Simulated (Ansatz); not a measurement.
Basis-set extrapolation for CH₃B₂F, SMILES `FB1BC1` (PBE0-D4/def2-TZVP geometry, frozen core, Ansatz 0.2.0). Multiplicity 1, RHF reference.

```
                      def2-TZVPP   def2-QZVPP
                 HF  -188.457494  -188.466127
    MP2 correlation    -0.615918    -0.663205
CCSD(T) correlation    -0.663241      not run
```

Energies in hartree. Use E(X) = E(∞) + A·exp(−7.88·√X) for Hartree–Fock and E(X) = E(∞) + B·X^(−2.97) for correlation, with X = 3 and 4, and add CCSD(T) minus MP2 of the smaller set to the MP2 limit.

Question: What is the CCSD(T) energy at the basis-set limit?

Answer: HF limit: -188.466127 + (-0.008633) × 0.13774 = -188.46732. MP2 limit: -0.663205 + (-0.047287) × 0.74074 = -0.69823. Higher-order term: -0.663241 − (-0.615918) = -0.04732. Total: -189.21287 hartree, 57.8 kcal/mol below CCSD(T)/def2-TZVPP.
